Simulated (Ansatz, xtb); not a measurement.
## InOPSi: which of two structures lies lower

We compare a, a singlet given by its coordinates, with b, `O=[Si]=[P][In]`, a singlet. Both are isolated molecules in the gas phase, relaxed with r2SCAN-D4/def2-SVP.

a (Å):

```xyz
4

In    0.0000    0.0000   -2.8610
O     0.0000    0.0000   -0.7740
P     0.0000    0.0000    2.8001
Si    0.0000    0.0000    0.8349
```

Close contacts (Å): In1–O2 2.09, O2–Si4 1.61, P3–Si4 1.97.

b (Å):

| atom | x (Å) | y (Å) | z (Å) |
| --- | --- | --- | --- |
| In | -0.1789 | 2.0640 | -0.1912 |
| O | -0.6024 | -2.0992 | 1.1191 |
| P | 0.0632 | 1.1930 | 2.3146 |
| Si | -0.3145 | -0.6829 | 1.6440 |

Estimate which is lower in electronic energy at CCSD(T)/def2-TZVPP, and by roughly how much.

Too close to call at this level: CCSD(T)/def2-TZVPP gives E(b) − E(a) = +0.009 eV.

Level by level:

```csv
level,geometry,E(b) − E(a) (eV),departure from the last row (eV),"job, with rough time for the two"
GFN2-xTB,GFN2-xTB,+0.167,+0.158,"optimisation, 0.59 s"
HF/STO-3G,GFN2-xTB,−0.144,−0.153,"single point, 4.9 s"
r2SCAN-D4/def2-SVP//GFN2-xTB,GFN2-xTB,−0.006,−0.015,"single point, 9.6 s"
r2SCAN-D4/def2-SVP,r2SCAN-D4/def2-SVP,+0.008,−0.001,"optimisation, 68 s"
HF/def2-TZVPP,r2SCAN-D4/def2-SVP,+0.232,+0.223,part of the CCSD(T) run
MP2/def2-TZVPP,r2SCAN-D4/def2-SVP,−0.117,−0.126,part of the CCSD(T) run
CCSD(T)/def2-TZVPP,r2SCAN-D4/def2-SVP,+0.009,,"single point, 2.4 min"
```

The largest departure from CCSD(T)/def2-TZVPP is that of HF/def2-TZVPP, 0.223 eV.

With harmonic frequencies from r2SCAN-D4/def2-SVP (ideal gas, rigid rotor, one conformer each, 298.15 K, 1 atm): on the last row, ΔE + ΔZPE = +0.014 eV. A mode under 50 cm⁻¹ makes harmonic enthalpies and free energies unreliable, so none is given.

The T1 diagnostic of structure b is large, so the coupled-cluster value is less sure. The correlated steps freeze 15 core orbitals; the filled d shell of In is correlated, in a basis made for valence electrons. Atoms past krypton carry core potentials in the def2 sets, other sets are all-electron and non-relativistic, and no spin–orbit term is included. Programs: Ansatz 0.2.0, xtb 6.7.1; the last row on 1 thread of AMD EPYC (Zen 3) on a shared host.
